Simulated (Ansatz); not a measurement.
Ansatz (a quantum-chemistry and plane-wave program) input:

Ansatz 0.2 input:
```yaml
crystal:
  periodic: [false, false, false]
  atoms:
    - {symbol: C, position_ang: [-1.69121818, -0.58952117, 0.29976390]}
    - {symbol: C, position_ang: [-1.39384577, 0.85431612, -0.08819578]}
    - {symbol: C, position_ang: [0.04940412, 1.22601561, 0.27772905]}
    - {symbol: C, position_ang: [0.97626976, 0.26195039, -0.43256317]}
    - {symbol: C, position_ang: [0.72689962, -1.17999215, -0.02953448]}
    - {symbol: C, position_ang: [-0.71910908, -1.53823113, -0.39189308]}
    - {symbol: S, position_ang: [2.78279551, 0.66967747, -0.08400269]}
    - {symbol: H, position_ang: [-1.61282261, -0.70472471, 1.38228715]}
    - {symbol: H, position_ang: [-2.71169491, -0.84007578, 0.01380525]}
    - {symbol: H, position_ang: [-1.54428318, 0.98686322, -1.16069457]}
    - {symbol: H, position_ang: [-2.07211565, 1.53178382, 0.42966647]}
    - {symbol: H, position_ang: [0.24302520, 2.25857264, -0.02006926]}
    - {symbol: H, position_ang: [0.17165451, 1.14321391, 1.36030067]}
    - {symbol: H, position_ang: [0.90137729, 0.37088346, -1.51745434]}
    - {symbol: H, position_ang: [1.41330508, -1.85376031, -0.54399221]}
    - {symbol: H, position_ang: [0.86396093, -1.29953488, 1.04751854]}
    - {symbol: H, position_ang: [-0.85112918, -1.47922259, -1.47320664]}
    - {symbol: H, position_ang: [-0.91386724, -2.56592777, -0.08782099]}
    - {symbol: H, position_ang: [2.68529286, 0.64612993, 1.26382655]}
    - {symbol: H, position_ang: [2.67682477, 2.01664613, -0.13067869]}
basis:
  gaussian:
    orbitals: def2-TZVP
hamiltonian:
  xc: b3lyp
  dispersion: d3bj
total_charge: 1
relax: {f_tol: 0.002, max_steps: 150}
```

Task: Predict the final energy.

Result: -634.54337 Eh (B3LYP-D3(BJ)/def2-TZVP). The basis has 301 functions.

It need not be the lowest isomer of its formula.
